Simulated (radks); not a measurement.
The numbers below are computed, except where a source is named.
Problem. La XXXVI, 22 electrons, occupied as [Ar] 3d4. Code: a radial shooting solver on a logarithmic mesh with Libxc functionals. Model: scalar-relativistic Kohn-Sham, LB94 model potential, spin-polarised, spherical densities, finite nucleus; open shells are filled with parallel spins first (spin-orbit coupling, left out, can overturn this in heavy ions); Fermi nuclear charge, rms radius 4.855 fm. Some entries of the table are withheld. Estimate them.

| orbital | occ. | eigenvalue (eV) | r(max) (bohr) |
|---|---|---|---|
| 1s down | 1 | -40646.04 | 0.01607 |
| 1s up | 1 | -40645.59 | 0.01607 |
| 2s up | 1 | -7905.371 | 0.09064 |
| 2s down | 1 | -7905.047 | 0.09062 |
| 2p down | 3 | -7276.474 | 0.07283 |
| 2p up | 3 | -7275.938 | 0.07283 |
| 3s up | 1 | (1) | 0.2514 |
| 3s down | 1 | (2) | 0.2517 |
| 3p up | 3 | -2613.049 | 0.2439 |
| 3p down | 3 | -2595.478 | 0.2441 |
| 3d up | 4 | -2358.866 | 0.1957 |
| 3d down | 0 | -2342.095 | 0.1952 |

Solution. 
(1) 3s up eigenvalue (eV): -2812.084
(2) 3s down eigenvalue (eV): -2794.717
